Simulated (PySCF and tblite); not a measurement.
Results of a calculation; reference values are marked as such.
C5H4O3, numbered as in [O:1]=[CH:2][c:3]1[cH:4][o:5][c:6]([OH:7])[cH:8]1.

Level: B3LYP-D3(BJ)/pcSseg-1 (IEF-PCM, chloroform)//GFN2-xTB, thermal terms from GFN2-xTB, symmetry numbers and mirror pairs counted. Conformers within 2.5 kcal/mol (GFN2-xTB free energy) were kept, 6 at most. Codes: tblite and PySCF.

Rotational constants are equilibrium values for the commonest isotopes; dipoles come from the energy level named and are polarised by its solvent model.

Torsions listed: O1–C2–C3–C4, O5–C6–O7–H7.

```tsv
conformer	shape	symmetry	weight %
1	180°, 0°	Cs	91.0
2	0°, 0°	Cs	9.0
```

Sets of constants, in random order:

```
set  A (MHz)  B (MHz)  C (MHz)  abs μa (D)  abs μb (D)  abs μc (D)
  P     7519     1256     1077        4.04        0.21        0.00
  Q     5936     1345     1096        3.91        3.70        0.00
```

**Question.** Match each set to its conformer.

**Answer.** P is conformer 2, Q is conformer 1.


Conformer gaps in pcSseg-1 on xTB geometries can be 2 kcal/mol off for S=O, P=O and other polar bonds.